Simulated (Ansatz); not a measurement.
Basis-set series for `[F][Ga-]([F])([F])[PH3+]`. Charge 0, multiplicity 1. All single points use the PBE0-D4/def2-TZVP geometry. It is one conformer, not always the lowest.

```csv
functional,basis,functions,energy (Eh),HOMO (eV),LUMO (eV)
PBE0-D4,def2-SVP,107,-2566.41131,-9.63,-0.64
PBE0-D4,def2-QZVPP,420,-2567.23046,-9.84,-1.08
ωB97M-V,def2-SVP,107,-2566.86636,-11.86,1.36
ωB97M-V,def2-QZVPP,420,-2567.68952,-12.08,0.50
```

Question: Give the rows for def2-TZVPP. (An estimate is asked.)

Answer: Ansatz gave: 
```json
{"functional": "PBE0-D4", "basis": "def2-TZVPP", "functions": "225", "energy (Eh)": "-2567.15756", "HOMO (eV)": "-9.80", "LUMO (eV)": "-1.01"}
{"functional": "ωB97M-V", "basis": "def2-TZVPP", "functions": "225", "energy (Eh)": "-2567.61985", "HOMO (eV)": "-12.03", "LUMO (eV)": "0.94"}
```

Positive LUMOs are unbound and depend on the basis. Scalar relativity is left out up to krypton.
